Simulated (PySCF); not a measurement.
C₃H₅N₂, SMILES c1c[nH+]c[nH]1, charge +1. Atoms are numbered in the order given.

```xyz
10

C      0.0000     0.6883     0.9791
C      0.0000    -0.6883     0.9791
N      0.0000    -1.0789    -0.3475
C      0.0000     0.0000    -1.1480
N      0.0000     1.0789    -0.3475
H      0.0000     1.4057     1.8061
H      0.0000    -1.4057     1.8061
H      0.0000    -2.0485    -0.6828
H      0.0000     0.0000    -2.2439
H      0.0000     2.0485    -0.6828
```
Charge +1, spin multiplicity 1.

Coordinates come from a PBE-D3(BJ)/def2-SVP optimisation. The isomer is the one that the SMILES or the coordinates give; other isomers of the formula were not compared.

Method: PySCF with PBE-D3(BJ)/def2-SVP.

No scaling factor is applied to the harmonic values.

Q: Give all harmonic wavenumbers and intensities. (An estimate is asked for; the answer gives what the named calculation found.)

A: 
```json
[
 {"mode": "1", "ν (cm⁻¹)": "617", "IR (km/mol)": "0.0", "moving atoms (share of kinetic energy)": "C 48 %, N 27 %, H 25 %"},
 {"mode": "2", "ν (cm⁻¹)": "623", "IR (km/mol)": "37.3", "moving atoms (share of kinetic energy)": "N 44 %, H 31 %, C 25 %"},
 {"mode": "3", "ν (cm⁻¹)": "689", "IR (km/mol)": "0.0", "moving atoms (share of kinetic energy)": "H 82 %, N 14 %"},
 {"mode": "4", "ν (cm⁻¹)": "715", "IR (km/mol)": "149.6", "moving atoms (share of kinetic energy)": "H 80 %, C 20 %"},
 {"mode": "5", "ν (cm⁻¹)": "735", "IR (km/mol)": "99.1", "moving atoms (share of kinetic energy)": "H 84 %, C 16 %"},
 {"mode": "6", "ν (cm⁻¹)": "826", "IR (km/mol)": "0.9", "moving atoms (share of kinetic energy)": "H 74 %, C 17 %, N 9 %"},
 {"mode": "7", "ν (cm⁻¹)": "866", "IR (km/mol)": "0.0", "moving atoms (share of kinetic energy)": "H 71 %, C 28 %"},
 {"mode": "8", "ν (cm⁻¹)": "891", "IR (km/mol)": "0.4", "moving atoms (share of kinetic energy)": "C 54 %, N 33 %, H 13 %"},
 {"mode": "9", "ν (cm⁻¹)": "911", "IR (km/mol)": "0.1", "moving atoms (share of kinetic energy)": "N 48 %, C 33 %, H 19 %"},
 {"mode": "10", "ν (cm⁻¹)": "1043", "IR (km/mol)": "36.2", "moving atoms (share of kinetic energy)": "H 69 %, C 20 %, N 11 %"},
 {"mode": "11", "ν (cm⁻¹)": "1075", "IR (km/mol)": "22.9", "moving atoms (share of kinetic energy)": "H 77 %, C 21 %"},
 {"mode": "12", "ν (cm⁻¹)": "1119", "IR (km/mol)": "11.6", "moving atoms (share of kinetic energy)": "H 57 %, C 27 %, N 15 %"},
 {"mode": "13", "ν (cm⁻¹)": "1153", "IR (km/mol)": "0.0", "moving atoms (share of kinetic energy)": "H 88 %, N 9 %"},
 {"mode": "14", "ν (cm⁻¹)": "1196", "IR (km/mol)": "8.9", "moving atoms (share of kinetic energy)": "N 38 %, C 38 %, H 24 %"},
 {"mode": "15", "ν (cm⁻¹)": "1293", "IR (km/mol)": "0.3", "moving atoms (share of kinetic energy)": "H 68 %, C 31 %"},
 {"mode": "16", "ν (cm⁻¹)": "1431", "IR (km/mol)": "10.6", "moving atoms (share of kinetic energy)": "N 40 %, H 33 %, C 27 %"},
 {"mode": "17", "ν (cm⁻¹)": "1443", "IR (km/mol)": "3.5", "moving atoms (share of kinetic energy)": "C 52 %, N 29 %, H 19 %"},
 {"mode": "18", "ν (cm⁻¹)": "1535", "IR (km/mol)": "6.1", "moving atoms (share of kinetic energy)": "C 58 %, N 26 %, H 15 %"},
 {"mode": "19", "ν (cm⁻¹)": "1583", "IR (km/mol)": "44.0", "moving atoms (share of kinetic energy)": "C 56 %, H 25 %, N 19 %"},
 {"mode": "20", "ν (cm⁻¹)": "3221", "IR (km/mol)": "31.6", "moving atoms (share of kinetic energy)": "H 91 %, C 9 %"},
 {"mode": "21", "ν (cm⁻¹)": "3223", "IR (km/mol)": "68.7", "moving atoms (share of kinetic energy)": "H 90 %, C 9 %"},
 {"mode": "22", "ν (cm⁻¹)": "3237", "IR (km/mol)": "23.0", "moving atoms (share of kinetic energy)": "H 90 %, C 10 %"},
 {"mode": "23", "ν (cm⁻¹)": "3517", "IR (km/mol)": "379.1", "moving atoms (share of kinetic energy)": "H 93 %"},
 {"mode": "24", "ν (cm⁻¹)": "3525", "IR (km/mol)": "32.9", "moving atoms (share of kinetic energy)": "H 92 %"}
]
```
